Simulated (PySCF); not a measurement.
# SMILES CB(C)C(=C=CC#N)C#N, C7H7BN2

Molfile (atoms numbered from 1):
```
C7H7BN2
     RDKit          3D

 17 16  0  0  0  0  0  0  0  0999 V2000
   -1.3340   -1.3393   -0.0128 C   0  0  0  0  0  0  0  0  0  0  0  0
   -1.1176    0.1584    0.3705 B   0  0  0  0  0  0  0  0  0  0  0  0
   -2.2819    1.1973    0.4410 C   0  0  0  0  0  0  0  0  0  0  0  0
    0.3529    0.7033    0.6776 C   0  0  0  0  0  0  0  0  0  0  0  0
    1.3783   -0.1235    0.6404 C   0  0  0  0  0  0  0  0  0  0  0  0
    2.3576   -0.9981    0.6028 C   0  0  0  0  0  0  0  0  0  0  0  0
    3.0831   -1.2972   -0.5893 C   0  0  0  0  0  0  0  0  0  0  0  0
    3.6807   -1.5615   -1.5465 N   0  0  0  0  0  0  0  0  0  0  0  0
    0.5611    2.0884    0.9850 C   0  0  0  0  0  0  0  0  0  0  0  0
    0.6657    3.2162    1.2319 N   0  0  0  0  0  0  0  0  0  0  0  0
   -2.1882   -1.7604    0.5426 H   0  0  0  0  0  0  0  0  0  0  0  0
   -0.4649   -2.0025    0.0943 H   0  0  0  0  0  0  0  0  0  0  0  0
   -1.6463   -1.3598   -1.0741 H   0  0  0  0  0  0  0  0  0  0  0  0
   -3.2731    0.7825    0.2135 H   0  0  0  0  0  0  0  0  0  0  0  0
   -2.3107    1.6601    1.4440 H   0  0  0  0  0  0  0  0  0  0  0  0
   -2.0795    2.0399   -0.2442 H   0  0  0  0  0  0  0  0  0  0  0  0
    2.6448   -1.5291    1.5200 H   0  0  0  0  0  0  0  0  0  0  0  0
  1  2  1  0
  2  3  1  0
  2  4  1  0
  4  5  2  0
  5  6  2  0
  6  7  1  0
  7  8  3  0
  4  9  1  0
  9 10  3  0
  1 11  1  0
  1 12  1  0
  1 13  1  0
  3 14  1  0
  3 15  1  0
  3 16  1  0
  6 17  1  0
M  END
```

Computed, not measured: PySCF 2.14.0, TDDFT CAM-B3LYP/aug-cc-pVDZ circular dichroism and optical rotation, one conformer, gas phase. Geometry: PBE0-D3(BJ)/def2-SVP.

No stereocentre is labelled: unless the shape is locked (an allene, a helicene, a hindered biaryl), the mirror image is equally populated and a measured rotation or CD is zero.

(1) Draw the ECD and absorption spectra from the lowest 12 states, each a Gaussian of half-width 0.3 eV at 1/e height.

Answers

(1) 
```csv
E (eV),λ (nm),Δε (L mol⁻¹ cm⁻¹),ε (L mol⁻¹ cm⁻¹)
4.16,298,+0.01,0.537
4.31,288,+0.05,2.21
4.46,278,+0.13,5.54
4.61,269,+0.20,8.4
4.76,261,+0.18,7.8
4.91,253,+0.09,6.08
5.06,245,-0.09,29
5.21,238,-0.61,270
5.36,231,-1.86,1640
5.51,225,-3.17,6130
5.66,219,-2.55,14200
5.81,213,+0.62,21100
5.96,208,+5.51,23600
6.11,203,+11.88,26300
6.26,198,+16.29,29200
6.41,193,+13.45,24500
6.56,189,+6.73,13300
6.71,185,+4.03,4730
6.86,181,+5.82,1960
7.01,177,+8.28,2650
7.16,173,+9.82,4290
```
Δε uses R in velocity form, ε uses f in length form. Only the states computed contribute, so the short-wavelength end is incomplete.

The sign of the CD band at 213 nm isn't settled: the length form gives the opposite one.
